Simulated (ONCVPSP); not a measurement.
## cobalt (Co): excitation energies, all-electron against ONCV

| Quantity | Value |
| --- | --- |
| Element | Co |
| Generator | ONCVPSP 4.0.1 |
| Type | optimised norm-conserving Vanderbilt (ONCV) |
| Functional | PBE |
| Relativity | scalar-relativistic |
| Frozen core | [Ne] |
| Valence charge | 17 |
| Reference configuration | 3s2 3p6 3d7 4s1 (charge +1) |
| Partial waves | 3s+4s: rc 1.32 bohr, ncon 4, nbas 9, qcut 10 1/bohr, 2 projectors; 3p: rc 1.38 bohr, ncon 5, nbas 8, qcut 12.7 1/bohr, 2 projectors, debl 3.1 Ha; 3d: rc 2.02 bohr, ncon 4, nbas 9, qcut 7.4 1/bohr, 1 projector |
| Local potential | polynomial inside 0.98 bohr (lpopt 5, dvloc0 0 Ha) |
| Core correction | polynomial model core, fcfact 0.7 |

Energies are relative to the spin-unpolarised reference configuration 3s2 3p6 3d7 4s1; without spin polarisation the order of configurations can differ from experiment.

Problem. Give the all-electron excitation energy and the error of the potential for: 3s2 3p6 3d7 4s2; 3s2 3p6 3d7 4s0; 3s2 3p6 3d6 4s0; 3s2 3p6 3d7 4s1.5.

Solution.

```tsv
valence configuration	charge	ΔE all-electron (eV)	error AE − PS (meV)
3s2 3p6 3d7 4s2	0	-9.031	+0.3
3s2 3p6 3d7 4s0	+2	16.786	-14
3s2 3p6 3d6 4s0	+3	52.655	+107
3s2 3p6 3d7 4s1.5	+0.5	-5.428	0.0
```

Levels in the configuration 3s2 3p6 3d6 4s0:

```csv
level,all-electron (eV),pseudo (eV)
3s,-140.748,-140.716
3p,-103.762,-103.741
3d,-45.166,-44.647
```
